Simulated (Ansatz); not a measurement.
Input file for Ansatz (an electronic-structure program): U-CCSD(T)/cc-pVDZ on AsN, a point of a bond scan (R = 1.773 Å). The run froze 15 orbitals, filled d shells among them.

Ansatz 0.2 input:
```yaml
crystal:
  periodic: [false, false, false]
  atoms:
    - {symbol: As, position_ang: [-0.00000000, -0.00000000, -0.28199367]}
    - {symbol: N, position_ang: [0.00000000, 0.00000000, 1.49053795]}
basis:
  gaussian:
    orbitals: cc-pVDZ
correlation: {method: ccsd_t, electrons: outside_noble_gas}
scf: {omitted_lower_state_checks: [cluster_reference]}
magnetization: {spin_polarized: true, initial_magnetization: 0}
```

Output:

```
WARN ansatz: RAYON_NUM_THREADS=1 ignored (pool sized by the plan → 1); use --threads N
Functional definition: HF
these checks for a lower state are left out or cut short: cluster_reference
integrals: 0.02 GiB planned
465 factors; integrals over basis functions are off by at most 6.8e-4 eV
mean field: 0.10 GiB planned
mean field evaluation 1: about -62269.1455 eV, gradient 2.8e1 eV
mean field evaluation 2: about -62269.1484 eV, gradient 2.8e1 eV
mean field evaluation 4: about -62273.4873 eV, gradient 1.8e0 eV
mean field evaluation 8: about -62273.5501 eV, gradient 1.6e-1 eV
mean field evaluation 16: about -62273.7649 eV, gradient 1.4e0 eV
mean field evaluation 32: about -62275.2523 eV, gradient 2.4e0 eV
mean field evaluation 64: about -62275.4122 eV, gradient 1.9e0 eV
mean field evaluation 96: about -62275.4569 eV, gradient 1.3e0 eV
mean field -62275.49920570 eV, -2288.5823839600 hartree, gradient 2.6e-6 eV, S^2 1.481274; 9 other end points of the search recorded, 0 dependent functions left out
15 core orbitals not correlated
reference -62275.49920570 eV, -2288.5823839600 hartree; 5, 5 occupied and 21, 21 virtual orbitals, 465 factors
second order -4.94905301 eV of doubles, -0.00000000 eV of singles
coupled cluster: 0.07 GiB planned
cycle   1  -5.43767294 eV  change   -4.9e-1 eV  update   1.1e-1
cycle   2  -5.83141753 eV  change   -3.9e-1 eV  update   6.1e-2
cycle   3  -6.08930801 eV  change   -2.6e-1 eV  update   5.7e-2
cycle   4  -6.39571203 eV  change   -3.1e-1 eV  update   4.0e-2
cycle   5  -6.54064128 eV  change   -1.4e-1 eV  update   1.8e-2
cycle   6  -6.57990380 eV  change   -3.9e-2 eV  update   6.9e-3
cycle   7  -6.59750589 eV  change   -1.8e-2 eV  update   3.2e-3
cycle   8  -6.59670717 eV  change    8.0e-4 eV  update   1.4e-3
cycle   9  -6.59766753 eV  change   -9.6e-4 eV  update   5.6e-4
cycle  10  -6.59776869 eV  change   -1.0e-4 eV  update   2.8e-4
cycle  11  -6.59781463 eV  change   -4.6e-5 eV  update   1.4e-4
cycle  12  -6.59777716 eV  change    3.7e-5 eV  update   5.5e-5
cycle  13  -6.59778248 eV  change   -5.3e-6 eV  update   2.1e-5
cycle  14  -6.59777833 eV  change    4.2e-6 eV  update   6.4e-6
cycle  15  -6.59777242 eV  change    5.9e-6 eV  update   2.9e-6
cycle  16  -6.59776701 eV  change    5.4e-6 eV  update   1.1e-6
coupled cluster: 0.07 GiB planned
perturbative correction -0.42531964 eV, -0.0156302086 hartree
WARN: the results are in doubt because among natural orbitals full CI differs from the method by -0.085 eV
Total energy: -62282.52229235 eV, -2288.8404776341 hartree
In doubt: among natural orbitals full CI differs from the method by -0.085 eV
Checks for a lower state left out: cluster_reference
```

The calculation finished and met its thresholds. Its determinant has ⟨S²⟩ = 1.48, a mixture of spin states.

Warnings raised: large difference.

Cost: very roughly 1.4 core-seconds.
